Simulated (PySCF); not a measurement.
Input of a run (PBE0-D3(BJ)/def2-SVP geometry optimisation, gas phase (PySCF 2.14.0)), started from GFN2-xTB:
```
{"job": {"xc": "PBE0", "basis": "def2-SVP", "d3": "d3bj", "grid": 1, "kind": "geom"}, "charge": 0, "multiplicity": 1}
C      2.607496     0.266603    -0.092773
C      1.372582    -0.135149    -0.330798
C      0.161749     0.366047     0.375526
C     -0.900072     0.907148    -0.618324
Si    -2.092398    -0.526794    -0.209233
C     -0.649066    -0.794461     1.011775
H      2.824682     1.013934     0.653627
H      3.454280    -0.127980    -0.629184
H      1.176624    -0.886132    -1.086940
H      0.454132     1.116280     1.113471
H     -0.526508     0.974227    -1.638354
H     -1.250712     1.899095    -0.341199
H     -2.246472    -1.544950    -1.249528
H     -3.388259    -0.163904     0.365197
H     -0.879952    -0.607250     2.058423
H     -0.125706    -1.747769     0.965949
```

Output (energies in Eh, forces in Eh/bohr):
```
step   0  E = -485.40761684  max force = 0.023883
step   1  E = -485.41140227  max force = 0.001978
step   2  E = -485.41143635  max force = 0.000615
step   3  E = -485.41144402  max force = 0.001302
step   4  E = -485.41146503  max force = 0.000464
step   5  E = -485.41149067  max force = 0.000574
step   6  E = -485.41159783  max force = 0.002473
step   7  E = -485.41128752  max force = 0.008162
step   8  E = -485.41173977  max force = 0.005062
step   9  E = -485.41185808  max force = 0.005093
step  10  E = -485.41221613  max force = 0.002017
step  11  E = -485.41228774  max force = 0.000426
step  12  E = -485.41229362  max force = 0.000241
optimisation converged
```

Summarise the run.

The energy falls by 2.9 kcal/mol over 13 energy and gradient evaluations, the largest force component goes from 0.0239 to 2.4e-04 Eh/bohr, and the atoms move by 0.308 Å rms after alignment. Among the bonds, Si5–H13 and Si5–H14 change most and about equally (+0.032 to +0.033 Å). Bonds longer at the end by more than 0.005 Å: 14 of 16; shorter: 2. Among the angles that change most is Si5–C6–H16, from 117.3° to 122.1°. Among the dihedrals that turn most is H10–C3–C6–H15, from 6° to 28°. The energy rose by more than 1e-6 Eh at step 7. The first step brought 81 % of the lowering.

What are the final bond lengths?

C1=C2 1.333 Å, C2–C3 1.497 Å, C3–C4 1.566 Å, C4–Si5 1.896 Å, Si5–C6 1.896 Å, C3–C6 1.566 Å, C1–H7 1.095 Å, C1–H8 1.093 Å, C2–H9 1.099 Å, C3–H10 1.103 Å, C4–H11 1.099 Å, C4–H12 1.102 Å, Si5–H13 1.496 Å, Si5–H14 1.496 Å, C6–H15 1.102 Å, C6–H16 1.099 Å. Numbering counts from 1 in the input's order; the species is `C=CC1C[SiH2]C1`.

The run used 138 basis functions and 80 SCF cycles in all. Hardware: one thread of an Arm Neoverse V1 (shared host). Cost: 93 s wall.

No frequency check. The numbers are those of one conformer.
